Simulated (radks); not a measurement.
Q: These are the eigenvalues of the occupied orbitals of an atom or ion with whole-number occupations (hartree). Method: Dirac Kohn-Sham, BLYP, spin-unpolarised, spherical densities, finite nucleus; Fermi nuclear charge, rms radius of each element as measured or else 0.836 A^(1/3) + 0.57 fm; computed with a radial shooting solver on a logarithmic mesh with Libxc functionals.

1s1/2: -119.1020
2s1/2: -15.05446
2p1/2: -12.67992
2p3/2: -12.59599
3s1/2: -4.26623

Which element is it, and in what charge state? The configuration may be excited. Open shells, if any, fill j = l - 1/2 first.

A: Z = 18, argon, charge +6: Ar6+ in [Ne] 3s2. The list shows which subshells hold electrons but not how many an open one holds; the 1s level, -119.1 hartree, gives Z - s = 15.4 by -(Z - s)^2/2, which with screening and relativity narrows Z to a few neighbours, and the depths of the outer levels then fix element, charge and occupations together.
